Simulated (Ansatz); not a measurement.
`C[O][SnH]([Cl])[O][SiH3]` and `[SiH3][O][SnH2][Cl]` differ in one atom or group.

Ansatz, PBE0-D4/def2-TZVP geometries, multiplicity 1. Each molecule was computed in one conformer, which needn't be the lowest.

Elements past krypton have def2 core potentials.

| property | `C[O][SnH]([Cl])[O][SiH3]` |
| --- | --- |
| LUMO energy (PBE0/def2-TZVPP) / eV | -1.45 |
| HOMO energy (ωB97M-V/def2-TZVPP) / eV | -10.69 |
| size of the dipole moment (PBE/def2-TZVPP) / D | 0.95 |
| LUMO energy (ωB97M-V/def2-TZVPP) / eV | 0.54 |
| HOMO–LUMO gap (PBE/def2-TZVPP) / eV | 4.29 |
| HOMO–LUMO gap (B3LYP/def2-TZVPP) / eV | 6.28 |

**Question.** Give the same properties after the change, and the shifts. (Best estimate.)

**Answer.** Computed: 
| property | `[SiH3][O][SnH2][Cl]` | shift |
| --- | --- | --- |
| LUMO energy (PBE0/def2-TZVPP) / eV | -1.03 | 0.42 |
| HOMO energy (ωB97M-V/def2-TZVPP) / eV | -10.77 | -0.08 |
| size of the dipole moment (PBE/def2-TZVPP) / D | 2.26 | 1.31 |
| LUMO energy (ωB97M-V/def2-TZVPP) / eV | 0.79 | 0.25 |
| HOMO–LUMO gap (PBE/def2-TZVPP) / eV | 5.07 | 0.78 |
| HOMO–LUMO gap (B3LYP/def2-TZVPP) / eV | 6.93 | 0.65 |

With PBE0 the HOMO falls by 0.20 eV and the LUMO rises by 0.42 eV, so the gap widens by about 0.62 eV. PBE moves the HOMO by -0.35 eV and ωB97M-V by -0.08 eV. Dipoles are sizes alone; their direction can turn.

B3LYP here is the variant with VWN-RPA as its local correlation; programs differ in this.
